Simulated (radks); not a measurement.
Results of a calculation; reference values are marked as such.
Ionisation of neutral thallium, [Hg] 6p1, to [Hg] as the strength of local exchange is varied. Code: a radial shooting solver on a logarithmic mesh with Libxc functionals. Model: Dirac Kohn-Sham, Slater X-alpha exchange (alpha = 2/3 is LDA exchange), no correlation, spin-unpolarised, spherical densities, finite nucleus; open shells are shared between the two j in proportion to 2j + 1; Fermi nuclear charge, rms radius 5.4759 fm.

| alpha | E(Tl) (hartree) | exchange (hartree) | IE (eV) | -e of the level emptied (eV) | <r> of it (bohr) |
|---|---|---|---|---|---|
| 0.611 | -20233.8190 | -331.3859 | 4.282 | 1.305 (6p3/2) | 4.394 |
| 0.667 | -20264.2156 | -362.3309 | 4.592 | 1.522 (6p3/2) | 4.223 |
| 0.785 | -20328.4227 | -427.8497 | 5.281 | 2.027 (6p3/2) | 3.923 |
| 0.819 | -20346.9626 | -446.8067 | 5.488 | 2.184 (6p3/2) | 3.848 |
| 0.899 | -20390.6557 | -491.5504 | 5.991 | 2.574 (6p3/2) | 3.690 |
| 1.002 | -20447.0545 | -549.4445 | 6.668 | 3.114 (6p3/2) | 3.515 |
| 1.037 | -20466.2560 | -569.1907 | 6.906 | 3.306 (6p3/2) | 3.461 |

NIST Atomic Spectra Database: 6.108 eV (measured). The Delta-SCF value meets it near alpha = 0.92. Spin polarisation and multiplet splitting are left out, so open shells lie too high by an amount that depends on their filling. Sharing an open shell by 2j + 1 raises it above the true ground level by a part of the spin-orbit splitting, which enters the differences from NIST.

Beside tabulated values, note that spin-unpolarised runs miss the spin-polarisation part of the exchange energy of open shells.
